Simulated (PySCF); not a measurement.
BF4, SMILES F[B-](F)(F)F, charge -1. Heavy atoms are numbered as in [F:1][B-:2]([F:3])([F:4])[F:5].

The structure is a stationary point at B3LYP-D3(BJ)/def2-SVPD.

The numbers are results of r2SCAN/def2-TZVPD (PySCF), not measurements.

ESP charges are fitted to the potential on shells at 1.4 to 2.0 van der Waals radii. Atomic charges (e), one atom of each kind:

```csv
atom,ESP fit,meta-Löwdin
F1,-0.48,-0.45
B2,0.91,0.80
```
